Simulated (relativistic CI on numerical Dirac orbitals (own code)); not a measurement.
Ti⁴⁺ in a cubic cluster: L2,3 absorption with charge transfer

Computed with a charge-transfer multiplet model of a cubic metal-ligand cluster with up to 2 ligand holes, Slater and spin-orbit integrals from Dirac-Coulomb-Breit ions, Slater integrals scaled by 0.9. The parameters are those of a tetrahedral site (10Dq negative, t2 hopping the larger). The ground state mixes d0 with configurations of k ligand holes L, whose averages lie at kΔ + k(k − 1)U_dd/2; a core hole lowers each added d electron by U_cd. 20 K, Lorentzian 0.4 eV and Gaussian 0.3 eV FWHM.

Atomic integrals in eV (Slater integrals scaled, ζ unscaled), ground: F2dd 7.400, F4dd 4.602, zeta_d 0.013; with the core hole: F2dd 7.400, F4dd 4.602, zeta_d 0.032, zeta_core 3.741, F2cd 5.699, G1cd 4.259, G3cd 2.418. Where a configuration has fewer than two d electrons, the dd integrals are those of d2.

Cluster parameters (eV): U_dd = 5, U_cd = 5.5, 10Dq = -0.3, 10Dq(ligand) = 0, V(eg) = 1.73, V(t2g) = -2.93, final-state hopping factor = 1.

| Case | n_d | d0 | d1L | d2L2 | S |
| --- | --- | --- | --- | --- | --- |
| Δ = 0.2 eV | 0.96 | 0.25 | 0.54 | 0.21 | 0.00 |
| Δ = 2.2 eV | 0.82 | 0.33 | 0.51 | 0.15 | 0.00 |
| Δ = 5.2 eV | 0.63 | 0.47 | 0.44 | 0.09 | 0.00 |

Weights, n_d and S are thermal averages at 20 K. Photon energies count from the first peak over 30 % of the highest in each spectrum, which can be another peak from case to case. The parameters are a model scan and need not match a compound or its usual spin state. Peaks in eV (height, largest 100):
- Δ = 0.2 eV: 0.0 (97), 4.7 (45), 5.9 (100)
- Δ = 2.2 eV: 0.0 (100), 3.0 (11), 5.1 (74), 6.2 (73)
- Δ = 5.2 eV: 0.0 (75), 3.0 (8), 5.2 (100)

A d0 ion has no d-d gap: its lowest excitations are ligand-to-metal charge transfer. With the core hole the configuration with one ligand hole lies at Δ + U_dd − U_cd = -0.3, 1.7, 4.7 eV from the one without, in the order of the table; where this is negative the screened configuration lies lower, though the effective hopping of about 7.6 eV (from the holes of the mixed ground state) mixes the two strongly wherever it is as large as the gap.

With at most 2 ligand holes the space is cut while the next configuration still counts, so covalency is underestimated, and a final configuration with one more ligand hole, which can lie low, is missing from the spectra.
